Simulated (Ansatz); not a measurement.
`NB(F)[TeH]` + HCl → `NB(F)Cl` + H₂Te at 298.15 K and 1 bar (ligand exchange at a B–Te bond).

Isolated molecules relaxed with PBE0-D4/def2-TZVP in Ansatz; ΔE leaves out vibrations. CBS: MP2 limit from def2 TZ/QZ plus the TZ coupled-cluster correction, frozen cores. This one scheme is used for every species. def2 core potentials past Kr. For Te outer-core shells are correlated without core-valence functions, which leaves a few kJ/mol of doubt a bond. Each species was taken in one conformer, which may not be the lowest.

| species | CCSD(T)/CBS energy (Eh) | H − E (kJ/mol) | S (J/(mol·K)) |
| --- | --- | --- | --- |
| `NB(F)[TeH]` | -448.93912 | 124.5 | 322.7 |
| HCl | -460.38127 | 26.6 | 186.8 |
| `NB(F)Cl` | -640.42619 | 107.1 | 288.8 |
| H₂Te | -268.91024 | 41.3 | 228.4 |

H − E and S are ideal-gas, rigid-rotor, harmonic terms from PBE0-D4/def2-TZVP, for one conformer and one mirror image of each species. 1 Eh = 2625.50 kJ/mol, R = 8.31446 J/(mol·K).

Q: By hand: ΔE, ΔH, ΔS and ΔG.

A: ΔE = (-640.42619) + (-268.91024) − (-448.93912) − (-460.38127) = -0.01604 Eh = -42.1 kJ/mol. Δ(H − E) = 107.1 + 41.3 − 124.5 − 26.6 = -2.7, so ΔH = -44.8 kJ/mol. ΔS = 288.8 + 228.4 − 322.7 − 186.8 = 7.7 J/(mol·K). ΔG = -44.8 − 298.15 × (7.7)/1000 = -47.1 kJ/mol.

Q: By hand: the equilibrium constant, and the temperature at which ΔG would vanish if ΔH and ΔS stayed fixed.

A: log₁₀ K = −ΔG/(RT ln 10) = 8.3. ΔH and −TΔS have one sign here, so there is no such temperature.

The number of gas molecules stays the same, so ΔS is small and ΔH decides. A doubt of 5 kJ/mol in ΔE shifts log₁₀ K by 0.9 here. Other conformers and mirror images would add mixing entropy, several J/(mol·K) or more a flexible species. These are equilibria of isolated gas molecules and say nothing of rates. Largest T1 diagnostic: 0.012 (customary marks: 0.02 for closed shells, 0.045 for open ones).

ΔS is within the doubt of such terms, so its sign, and with it that verdict, could turn.
